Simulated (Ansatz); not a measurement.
Here is a job for Ansatz (a program for electronic structure).
Ansatz 0.2 input:
```yaml
crystal:
  periodic: [false, false, false]
  atoms:
    - {symbol: Sb, position_ang: [-0.00614851, 0.02638152, 0.39771261]}
    - {symbol: F, position_ang: [-1.23987274, -0.92112391, -0.75032468]}
    - {symbol: F, position_ang: [-0.18347291, 1.56392727, -0.74868780]}
    - {symbol: F, position_ang: [1.42917328, -0.63686275, -0.75946838]}
basis:
  gaussian:
    orbitals: def2-SVP
hamiltonian:
  xc: pbe0
relax: {}
```

Question: Predict the total energy at the end of the optimisation from PBE0/def2-SVP (Ansatz).

Answer: -539.3333 Eh

Question: Estimate the number of basis functions that PBE0/def2-SVP returns for this input.

Answer: 68
